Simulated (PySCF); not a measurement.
B(CCH)(Me)(OMe) (C4H7BO), SMILES COB(C#C)C.

The structure is a stationary point at PBE0-D3(BJ)/def2-SVP. The structure was generated by enumeration, and PubChem lists no compound with its InChIKey, so it may never have been made. One conformer was computed; it need not be the lowest.

The numbers are results of PBE/def2-TZVP in PySCF, not measurements.

Gas-phase values at a fixed geometry.

The total energy is -256.45790 hartree, the point group is Cs and the highest occupied level is -6.60 eV. The lowest empty level is -1.67 eV and the orbital gap is 4.93 eV. The dipole moment is 1.41 D and the quadrupole, principal values (traceless, Buckingham form, about the centre of nuclear charge) is -5.54, -3.61, 9.15 D·Å. The mean static polarisability is 67.0 bohr³ (9.93 Å³) and the polarisability, principal values comes out as 46.9, 60.3, 93.8 bohr³.
